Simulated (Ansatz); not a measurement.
This geometry of C2H7NSeSn (12 atoms, charge 0, multiplicity 1) is a first-order saddle point.

Computed with Ansatz, RKS PBE-D4/def2-SVP.

```xyz
12
Properties=species:S:1:pos:R:3
N -1.891 0.418 1.075
Sn -0.235 -0.585 0.476
C 1.618 0.606 0.475
Se 1.796 0.528 -1.504
C 0.135 -0.548 -1.695
H -2.563 0.034 1.739
H -2.136 1.351 0.746
H -0.299 -2.096 1.323
H 1.486 1.644 0.839
H 2.480 0.138 0.990
H -0.642 -0.011 -2.274
H 0.329 -1.535 -2.157
```

Question: Which two structures does it join? (They come from a converged band through this point; their orientation in space is the band's.)

Answer: No bond is made or broken. The height of N1 over the plane of its neighbours goes from -0.39 to 0.39 Å.

First end point:

```xyz
12
Properties=species:S:1:pos:R:3
N -1.704 0.558 1.409
Sn -0.210 -0.574 0.540
C 1.634 0.597 0.375
Se 1.637 0.514 -1.614
C -0.009 -0.600 -1.662
H -2.595 0.049 1.477
H -1.892 1.418 0.876
H -0.211 -2.083 1.393
H 1.542 1.637 0.746
H 2.537 0.125 0.809
H -0.830 -0.098 -2.211
H 0.180 -1.598 -2.104
```

Last end point:

```xyz
12
Properties=species:S:1:pos:R:3
N -2.096 0.228 0.894
Sn -0.263 -0.615 0.449
C 1.568 0.620 0.543
Se 1.831 0.546 -1.427
C 0.160 -0.502 -1.698
H -2.310 0.191 1.900
H -2.146 1.217 0.616
H -0.251 -2.158 1.239
H 1.407 1.657 0.897
H 2.418 0.166 1.091
H -0.597 0.066 -2.275
H 0.357 -1.472 -2.196
```

Question: How far does it lie above each of them?

Answer: 1.5 kcal/mol above the first and 1.5 kcal/mol above the second. This is the barrier of this one path; another mechanism may lie lower.

Run time: 97 s on 2 threads of Arm Neoverse V2 (shared host), peak memory 0.2 GiB.
